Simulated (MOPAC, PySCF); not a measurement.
H4OSn, SMILES `[OH][SnH3]`, neutral singlet in the gas phase. 

Z-matrix (Å, degrees):
```
Sn
O 1 1.9982
H 2 0.9716 1 111.04
H 1 1.7112 2 102.46 3 -179.71
H 1 1.7238 4 112.75 2 -116.76
H 1 1.7238 4 112.75 5 -126.48
```
Charge 0, spin multiplicity 1.

All levels are single points at this geometry (PBE-D3(BJ)/def2-TZVP); Pople sets use spherical d functions. Orbital energies aren't observables, and empty levels follow the basis.

PBE/6-31G* (LANL2DZ on Sn) in PySCF gives gap (eV) = 4.98.

Question: Estimate the gap (eV) from each of these levels: PBE-D3(BJ)/def2-TZVP in PySCF; B3LYP/6-311+G** (LANL2DZ on Sn) in PySCF; B3LYP/6-31G* (LANL2DZ on Sn) in PySCF; B3LYP/LANL2DZ in PySCF; BP86/6-31G* (LANL2DZ on Sn) in PySCF; M06-2X/6-31G* (LANL2DZ on Sn) in PySCF; SVWN5/6-31G* (LANL2DZ on Sn) in PySCF; HF/6-31G* (LANL2DZ on Sn) in PySCF; AM1 in MOPAC; PM3 in MOPAC; PM6 in MOPAC; PM7 in MOPAC.

Answer: 
| level | gap (eV) |
|---|---|
| PBE-D3(BJ)/def2-TZVP in PySCF | 5.15 |
| B3LYP/6-311+G** (LANL2DZ on Sn) in PySCF | 7.09 |
| B3LYP/6-31G* (LANL2DZ on Sn) in PySCF | 6.99 |
| B3LYP/LANL2DZ in PySCF | 7.01 |
| BP86/6-31G* (LANL2DZ on Sn) in PySCF | 5.11 |
| M06-2X/6-31G* (LANL2DZ on Sn) in PySCF | 9.83 |
| SVWN5/6-31G* (LANL2DZ on Sn) in PySCF | 4.93 |
| HF/6-31G* (LANL2DZ on Sn) in PySCF | 14.39 |
| AM1 in MOPAC | 9.90 |
| PM3 in MOPAC | 10.68 |
| PM6 in MOPAC | 11.46 |
| PM7 in MOPAC | 12.92 |
